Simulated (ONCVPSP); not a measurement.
How hard is this V (Z = 23) ONCV potential?

* Element: vanadium (V)
* Generator: ONCVPSP 4.0.1
* Type: optimised norm-conserving Vanderbilt (ONCV)
* Functional: PBE
* Relativity: scalar-relativistic
* Frozen core: [Ne]
* Valence charge: 13
* Reference configuration: 3s2 3p6 3d3 4s2
* Partial waves: 3s+4s: rc 1.65 bohr, ncon 5, nbas 8, qcut 9.2 1/bohr, 3 projectors, debl 1.6 Ha; 3p: rc 1.00 bohr, ncon 4, nbas 9, qcut 7.8 1/bohr, 1 projector; 3d: rc 2.30 bohr, ncon 4, nbas 9, qcut 8.1 1/bohr, 2 projectors, debl 3 Ha
* Local potential: polynomial inside 0.75 bohr (lpopt 5, dvloc0 2 Ha)
* Core correction: Teter function fitted to the true core (icmod 2), fcfact 0.4

Q: For each optimised wave give the share of its norm inside rc, the residual kinetic energy above qcut (Ha) and the cutoffs (Ha) for errors of 10, 1, 0.1 and 0.01 mHa per electron.

A:

```csv
wave,norm inside rc,residual KE,10 mHa,1 mHa,0.1 mHa,0.01 mHa
3s,0.959,3.5e-07,20.3,27.4,32.9,37.1
4s,0.052,1.6e-07,10.5,22.5,29.7,35.1
s projector 3,0.125,1.3e-06,18.2,27.0,33.6,38.6
3p,0.540,6.6e-04,16.7,22.7,189.3,275.6
3d,0.859,5.3e-08,17.9,21.7,25.0,27.6
d projector 2,0.194,1.3e-06,21.1,25.2,28.3,30.6
```

The occupied waves need 27 Ha and 189 Ha for 1 and 0.1 mHa.
